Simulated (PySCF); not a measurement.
The second ionisation energy along the 5d series

Calculated with PySCF 2.14 from differences of total energies of unrestricted determinants, without spin-orbit coupling. Values in eV. The last column holds reference values (NIST; (s) semi-empirical, (t) theoretical, else measured). Unmarked ones compare directly (S terms, centres of terms, or small fine structure); those marked * lie between the lowest fine-structure levels and include a spin-orbit shift.

| element | configurations | MP2 (valence) | SCS-MP2 (valence) | CCSD (valence) | MP2 (valence and next inner shell) | SCS-MP2 (valence and next inner shell) | PBE | reference |
| --- | --- | --- | --- | --- | --- | --- | --- | --- |
| Hf (aug-cc-pwCVDZ-PP with ECP60MDF, ECP) | [Xe] 4f14 5d1 6s2 → [Xe] 4f14 5d2 | n/a | n/a | n/a | n/a | n/a | n/a | 14.61 ± 0.04 (t) * |
| Ta (aug-cc-pwCVDZ-PP with ECP60MDF, ECP) | [Xe] 4f14 5d3 6s1 → [Xe] 4f14 5d3 | 14.533 | 14.305 | 14.613 | 15.021 | 14.732 | 15.440 | 16.2 ± 0.5 (s) * |
| Re (aug-cc-pwCVDZ-PP with ECP60MDF, ECP) | [Xe] 4f14 5d5 6s1 → [Xe] 4f14 5d5 | 16.322 | 15.932 | 16.360 | 16.750 | 16.343 | 17.070 | 16.6 ± 0.5 (s) |
| Os (aug-cc-pwCVDZ-PP with ECP60MDF, ECP) | [Xe] 4f14 5d6 6s1 → [Xe] 4f14 5d6 | 16.841 | 16.499 | 16.786 | 17.224 | 16.860 | 17.551 | 17 ± 1 (s) * |
| Ir (aug-cc-pwCVDZ-PP with ECP60MDF, ECP) | [Xe] 4f14 5d7 6s1 → [Xe] 4f14 5d7 | 17.343 | 17.039 | 17.252 | 17.684 | 17.348 | 18.024 | 17 ± 0.3 (s) * |
| Pt (aug-cc-pwCVDZ-PP with ECP60MDF, ECP) | [Xe] 4f14 5d9 → [Xe] 4f14 5d8 | 18.569 | 18.460 | 18.349 | 18.645 | 18.439 | 19.105 | 18.56 ± 0.12 * |
| Au (aug-cc-pwCVDZ-PP with ECP60MDF, ECP) | [Xe] 4f14 5d10 → [Xe] 4f14 5d9 | 20.797 | 20.631 | 20.460 | 20.731 | 20.516 | 20.965 | 20.203 ± 0.025 * |
| Hg (aug-cc-pwCVDZ-PP with ECP60MDF, ECP) | [Xe] 4f14 5d10 6s1 → [Xe] 4f14 5d10 | 18.598 | 18.403 | 18.363 | 18.792 | 18.539 | 19.110 | 18.757 |

Q: Fill in the row of W (aug-cc-pwCVDZ-PP with ECP60MDF, ECP) ([Xe] 4f14 5d4 6s1 → [Xe] 4f14 5d4).

A: MP2 (valence) 15.465; SCS-MP2 (valence) 15.155; CCSD (valence) 15.529; MP2 (valence and next inner shell) 15.928; SCS-MP2 (valence and next inner shell) 15.576; PBE 16.297; reference 16.37 ± 0.15 (s) * (eV).

"Valence" correlates the outer s and p shells and, in groups 3 to 12 and the f block, the outer d or f shell, open or full, or the next shell where the ion has no valence electron left; the wider scheme adds the next inner shell.
